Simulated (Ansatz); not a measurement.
A nudged elastic band was laid between two geometries of C3H9NSi (14 atoms, charge 0, multiplicity 1).

These are results of Ansatz 0.2.0, RKS r2SCAN-D4/def2-SVP, not measurements.

| Quantity | Value |
| --- | --- |
| movable images | 7 |
| climbing image | yes |
| spring | 50.0 eV/Å² |
| optimiser | quadratic models (default) |
| start path | IDPP |
| force threshold | 0.05 eV/Å |
| iteration limit | 60 |
| end points | relaxed |

First end point:

```xyz
14
Properties=species:S:1:pos:R:3
C -1.897 0.885 -0.417
C -0.847 0.226 0.426
C 0.373 -0.157 -0.035
N 0.761 -0.041 -1.369
Si 1.571 -1.035 1.115
H -2.621 1.438 0.200
H -1.461 1.610 -1.130
H -2.474 0.158 -1.019
H -1.091 0.013 1.471
H 1.750 0.121 -1.534
H 0.180 0.558 -1.951
H 1.078 -0.932 2.518
H 2.925 -0.399 1.009
H 1.740 -2.475 0.744
```

Last end point:

```xyz
14
Properties=species:S:1:pos:R:3
C -1.764 1.136 -0.383
C -0.722 0.466 0.462
C 0.343 -0.213 -0.041
N 0.622 -0.298 -1.404
Si 1.615 -0.951 1.127
H -2.686 1.323 0.186
H -1.423 2.113 -0.778
H -2.043 0.521 -1.259
H -0.811 0.552 1.549
H 1.086 -1.145 -1.713
H -0.133 -0.031 -2.031
H 1.088 -0.919 2.520
H 2.917 -0.215 1.064
H 1.899 -2.368 0.728
```

Task: Which bonds break or form, and what moves?

Result: No bond is made or broken. The height of N4 over the plane of its neighbours goes from -0.26 to 0.26 Å. The two ends are copies of one structure, up to a mirror image or an exchange of like atoms. The height can change sign by an inversion or by a turn that exchanges like atoms.

Task: Give the energies along the band, and the barrier.

Result: It converged. The highest image is number 4 of 0 to 8, 3.3 kJ/mol above the ends, which have the same energy within 2 meV. Another band between the same ends (7 images) ends at a top of the same energy, where a vibrational analysis finds 1 clearly imaginary mode.

```csv
image,path coordinate (Å),energy (kJ/mol),height of N4 over the plane of its neighbours (Å)
0,0.00,0.0,-0.26
1,0.25,0.1,-0.26
2,0.51,0.3,-0.26
3,0.76,0.8,-0.23
4,1.01,3.3,0.00
5,1.26,0.8,0.23
6,1.51,0.4,0.26
7,1.76,0.1,0.26
8,2.01,0.0,0.26
```

Task: What is the geometry of the highest image?

Result: 
```xyz
14
Properties=species:S:1:pos:R:3
C -1.835 1.003 -0.384
C -0.799 0.341 0.475
C 0.353 -0.181 -0.031
N 0.659 -0.143 -1.375
Si 1.587 -0.988 1.129
H -2.683 1.373 0.209
H -1.424 1.870 -0.938
H -2.248 0.313 -1.146
H -0.973 0.272 1.552
H 1.517 -0.530 -1.737
H 0.026 0.278 -2.042
H 1.066 -0.925 2.523
H 2.915 -0.298 1.054
H 1.826 -2.415 0.741
```

Time of the run: 94 s on 2 threads of Intel(R) Xeon(R) 6975P-C (Granite Rapids) (shared host), peak memory 0.19 GiB.
